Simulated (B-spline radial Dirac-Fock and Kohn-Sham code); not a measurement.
## Ta 3p3/2: cross section and angular parameters

System: the Ta atom, [Xe] 4f14 5d3 6s2; threshold 2194.0 eV (tabulated edge). These are calculated numbers from a radial B-spline solver; the model is Dirac-Hartree-Slater photoionisation with a Latter tail; cross sections with all multipoles, angular parameters from the dipole term and its interference with E2.

Input file task.json (cfg lists n, l and occupation; rrms is the nuclear radius in fm):

```json
{"items": [{
  "Z": 73,
  "q": 0,
  "cfg": [[1, 0, 2], [2, 0, 2], [2, 1, 6], [3, 0, 2], [3, 1, 6], [3, 2, 10], [4, 0, 2], [4, 1, 6], [4, 2, 10], [4, 3, 14], [5, 0, 2], [5, 1, 6], [5, 2, 3], [6, 0, 2]],
  "A": 181,
  "rrms": 5.3507,
  "do": "xps",
  "hv": [52.2, 52.4, 60, 80, 100, 113.0, 130.0, 164.0, 199.0, 222.0, 253.0, 260.0, 300, 375.0, 576.0, 632.0, 949.0, 990.0, 1040.0, 1240.0, 2000, 2230.0, 2710.0, 4000, 5760.0, 6280.0, 8047.8, 9251.7, 9640.0, 10900.0],
  "edges": {"K": 67416.0, "L1": 11682.0, "L2": 11136.0, "L3": 9881.0, "M1": 2708.0, "M2": 2469.0, "M3": 2194.0, "M4": 1793.0, "M5": 1735.0, "N1": 563.4, "N2": 463.4, "N3": 400.9, "N4": 237.9, "N5": 226.4, "O1": 69.7}
}]}
```

Run with: `python xray2_run.py task.json out`

For linearly polarised light dσ/dΩ = σ/(4π) [1 + β P₂(cos θ) + (δ + γ cos²θ) sin θ cos φ], with θ from the polarisation vector and φ the angle between the beam and the projection of the electron momentum on the plane normal to the polarisation.

| hν (eV) | σ (kb) | β | γ | δ |
| --- | --- | --- | --- | --- |
| 2230 | 139 | 0.128 | -0.313 | 0.138 |
| 2710 | 103 | 1.196 | 0.345 | 0.066 |
| 4000 | 51.8 | 1.581 | -0.032 | 0.010 |
| 5760 | 24.7 | 1.673 | 0.036 | 0.014 |
| 6280 | 20.5 | 1.681 | 0.103 | 0.016 |
| 8047.8 | 11.7 | 1.683 | 0.375 | 0.022 |
| 9251.7 | 8.38 | 1.673 | 0.571 | 0.027 |
| 9640 | ? | ? | ? | ? |
| 10900 | 5.60 | 1.652 | 0.825 | 0.033 |

Question: Give the values at 9640 eV.

Answer: σ = 7.58 kb, β = 1.669, γ = 0.632, δ = 0.028.
